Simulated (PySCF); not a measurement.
Isomers C10H10:

A. SMILES C1(C=C)=CC=CC=CC1=C
B. `C#CCC1=CC2(C=C1)CC2`
C. `CC#C[C@@H]1CC12C=CC=C2`

Spectrum 1. $^{13}$C{$^{1}$H} NMR (computed): δ 148.8 (CH), 146.1 (C), 142.0 (CH), 138.7 (CH), 85.3 (C), 74.4 (CH), 38.7 (C), 22.5 (CH2), 15.0 (CH2).

Spectrum 2. $^{13}$C{$^{1}$H} NMR (computed): δ 146.7 (CH), 145.9 (CH), 138.1 (CH), 138.1 (CH), 85.6 (C), 80.8 (C), 46.5 (C), 23.5 (CH2), 18.0 (CH), 4.8 (CH3).

Spectrum 3. $^{13}$C{$^{1}$H} NMR (computed): δ 147.1 (CH), 147.0 (C), 143.8 (C), 138.4 (CH), 138.1 (CH), 137.7 (CH), 135.6 (CH), 135.5 (CH), 125.9 (CH2), 121.8 (CH2).

PySCF 2.14.0 with density-fitted response routines calculation with coordinates at the PBE0-D3(BJ)/def2-SVP level and shielding tensors at PBE0/pcSseg-1 (GIAO); no relativistic terms, no solvent, a single conformation, rapidly exchanging positions averaged.

References, each an isolated molecule treated in the same way: TMS for $^{13}$C (184.41 ppm). Shifts are as computed. Against solution values, carbons near 30 ppm lie about +2 ppm off and those near 130 ppm about +5 ppm. Of 1211 compounds with measured shifts, 218 miss one by over three times the rms of a fit or turn the order of signals round; such compounds aren't used in these exercises.

Q: Which spectrum belongs to which compound?

A: 1–B, 2–C, 3–A.

- Spectrum 1 (B): 9 $^{13}$C signals; δC 148.8 is an alkene CH; δC 146.1 is a fully substituted alkene carbon.
- Spectrum 2 (C): 10 $^{13}$C signals; δC 146.7 is an alkene CH; δC 145.9 is an alkene CH.
- Spectrum 3 (A): 10 $^{13}$C signals; δC 147.1 is an alkene CH; δC 147.0 is a fully substituted alkene carbon.
